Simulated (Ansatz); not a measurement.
One change: `C[S][Sn]([F])([S]C)[S]C` becomes `C[S][Sn]([S]C)([S]C)[S]C`.

Ansatz, PBE0-D4/def2-TZVP geometries, multiplicity 1. Each molecule was computed in one conformer, which needn't be the lowest.

Elements past krypton have def2 core potentials.

```json
{"property": "size of the dipole moment (PBE/def2-TZVPP) / D", "`C[S][Sn]([F])([S]C)[S]C`": "2.59"}
{"property": "HOMO–LUMO gap (PBE0/def2-TZVPP) / eV", "`C[S][Sn]([F])([S]C)[S]C`": "5.52"}
{"property": "size of the dipole moment (B3LYP/def2-TZVPP) / D", "`C[S][Sn]([F])([S]C)[S]C`": "2.68"}
{"property": "HOMO energy (ωB97M-V/def2-TZVPP) / eV", "`C[S][Sn]([F])([S]C)[S]C`": "-9.40"}
{"property": "HOMO–LUMO gap (B3LYP/def2-TZVPP) / eV", "`C[S][Sn]([F])([S]C)[S]C`": "5.00"}
{"property": "size of the dipole moment (ωB97M-V/def2-TZVPP) / D", "`C[S][Sn]([F])([S]C)[S]C`": "2.65"}
```

(1) Give the same properties after the change, and the shifts. (Best estimate.)

## Answers

(1) Ansatz gave: 
```json
{"property": "size of the dipole moment (PBE/def2-TZVPP) / D", "`C[S][Sn]([S]C)([S]C)[S]C`": "0.01", "shift": "-2.58"}
{"property": "HOMO–LUMO gap (PBE0/def2-TZVPP) / eV", "`C[S][Sn]([S]C)([S]C)[S]C`": "5.50", "shift": "-0.02"}
{"property": "size of the dipole moment (B3LYP/def2-TZVPP) / D", "`C[S][Sn]([S]C)([S]C)[S]C`": "0.01", "shift": "-2.67"}
{"property": "HOMO energy (ωB97M-V/def2-TZVPP) / eV", "`C[S][Sn]([S]C)([S]C)[S]C`": "-9.13", "shift": "0.27"}
{"property": "HOMO–LUMO gap (B3LYP/def2-TZVPP) / eV", "`C[S][Sn]([S]C)([S]C)[S]C`": "5.00", "shift": "0.00"}
{"property": "size of the dipole moment (ωB97M-V/def2-TZVPP) / D", "`C[S][Sn]([S]C)([S]C)[S]C`": "0.01", "shift": "-2.64"}
```

Positive LUMOs are unbound, so they and the gaps depend on the basis.

B3LYP here is the variant with VWN-RPA as its local correlation; programs differ in this.
